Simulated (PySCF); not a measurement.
# TbP: f occupation and spin

Unrestricted PBE0; PySCF, spin-free X2C with a Gaussian nucleus, basis sets Tb x2c-SVPall, P x2c-SVPall. The search starts from ions with several 4f fillings and holds each by maximum overlap.

The lowest solution has 2Ms+1 = 7, about 8.1 4f electrons, near 2.33 Å.

The lowest solution of each spin and filling, followed along the bond (rough minima from three points):

| 2Ms+1 | 4f population | ⟨S²⟩ at the start | R at minimum (Å) | Te (eV) |
| --- | --- | --- | --- | --- |
| 7 | 8.10 | 12.27 | 2.33 | 0.00 |
| 9 | 8.08 | 20.01 | 2.44 | 0.16 |
| 5 | 8.16 | 7.93 | 2.46 | 0.50 |

Solutions at the starting distance of 2.374 Å, counted from the lowest; the search is not exhaustive:

```json
{"2Ms+1": "7", "4f population": "8.10", "E (eV)": "0.00", "⟨S²⟩": "12.27", "⟨Lz²⟩": "4.0", "μ (D)": "-6.56"}
{"2Ms+1": "7", "4f population": "8.12", "E (eV)": "0.04", "⟨S²⟩": "12.31", "⟨Lz²⟩": "8.1", "μ (D)": "-6.49"}
{"2Ms+1": "9", "4f population": "8.08", "E (eV)": "0.19", "⟨S²⟩": "20.01", "⟨Lz²⟩": "5.1", "μ (D)": "-5.70"}
{"2Ms+1": "7", "4f population": "8.08", "E (eV)": "0.25", "⟨S²⟩": "13.03", "⟨Lz²⟩": "5.0", "μ (D)": "-5.68"}
{"2Ms+1": "9", "4f population": "8.09", "E (eV)": "0.25", "⟨S²⟩": "20.02", "⟨Lz²⟩": "8.6", "μ (D)": "-5.58"}
{"2Ms+1": "9", "4f population": "8.08", "E (eV)": "0.37", "⟨S²⟩": "20.04", "⟨Lz²⟩": "4.0", "μ (D)": "-5.41"}
{"2Ms+1": "7", "4f population": "8.16", "E (eV)": "0.48", "⟨S²⟩": "12.93", "⟨Lz²⟩": "5.0", "μ (D)": "-5.39"}
{"2Ms+1": "5", "4f population": "8.16", "E (eV)": "0.54", "⟨S²⟩": "7.93", "⟨Lz²⟩": "8.5", "μ (D)": "-5.35"}
{"2Ms+1": "5", "4f population": "8.18", "E (eV)": "0.55", "⟨S²⟩": "7.91", "⟨Lz²⟩": "9.3", "μ (D)": "-5.39"}
{"2Ms+1": "5", "4f population": "8.15", "E (eV)": "0.80", "⟨S²⟩": "7.94", "⟨Lz²⟩": "7.9", "μ (D)": "-5.00"}
{"2Ms+1": "9", "4f population": "8.20", "E (eV)": "1.39", "⟨S²⟩": "20.02", "⟨Lz²⟩": "4.0", "μ (D)": "-1.81"}
{"2Ms+1": "5", "4f population": "8.27", "E (eV)": "1.51", "⟨S²⟩": "8.00", "⟨Lz²⟩": "7.8", "μ (D)": "-2.12"}
```

Partly filled real f orbitals mix terms, so no term symbols are given. A population far from a whole number shows f orbitals mixing with d and ligand orbitals, not a clean configuration. A positive dipole means Tb(−)P(+).

Spin–orbit coupling is left out. With d or f electrons several states lie close, and the lowest PBE0 determinant need not be the measured ground state.
